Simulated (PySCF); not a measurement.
A species of formula C5H12N2 has this rotational fingerprint, computed with CAM-B3LYP/def2-SVPD in PySCF (dipole) on a GFN2-xTB geometry, gas phase:

| Quantity | Value |
| --- | --- |
| Rotational constants | A = 3326, B = 2815, C = 2022 MHz |
| Dipole components | \|μa\| = 1.08 D, \|μb\| = 0.82 D, \|μc\| = 0.96 D |
| Inertial defect | -81.63 u·Å² |
| κ | 0.22 |

Question: Which candidate fits, each taken in the one conformer that was computed?
A. `[CH3:1][C@H:2]1[CH2:3][CH2:4][NH:5][N:6]1[CH3:7]` with C1–C2–C3–C4 116°, C2–C3–C4–N5 -16°, C3–C4–N5–N6 31°, C4–N5–N6–C7 91°
B. `[CH3:1][CH2:2][N:3]1[CH2:4][CH2:5][CH2:6][NH:7]1` with C1–C2–N3–C4 177°, C2–N3–C4–C5 89°, N3–C4–C5–C6 16°, C4–C5–C6–N7 4°, C5–C6–N7–N3 -24°
C. `[CH3:1][CH2:2][NH:3][N:4]=[C:5]([CH3:6])[CH3:7]` with C1–C2–N3–N4 -81°, C2–N3–N4–C5 158°

Answer: A. It is C[C@H]1CCNN1C, an asymmetric top, point group C1. The candidates at the same level (rigid rotor, commonest isotopes):

| SMILES | A (MHz) | B (MHz) | C (MHz) | μa (D) | μb (D) | μc (D) | Δ (u·Å²) | point group | rotor |
| --- | --- | --- | --- | --- | --- | --- | --- | --- | --- |
| CCNN=C(C)C | 5238 | 1321 | 1219 | 0.10 | 1.54 | 1.00 | -64.43 | C1 | near-prolate asymmetric top |
| C[C@H]1CCNN1C | 3326 | 2815 | 2022 | 1.08 | 0.82 | 0.96 | -81.63 | C1 | asymmetric top |
| CCN1CCCN1 | 5000 | 2039 | 1756 | 1.61 | 0.49 | 0.52 | -61.04 | C1 | asymmetric top |

`CCN1CCCN1` has A 50 % too high; `CCNN=C(C)C` has A 57 % too high. No structure here is proved a minimum.
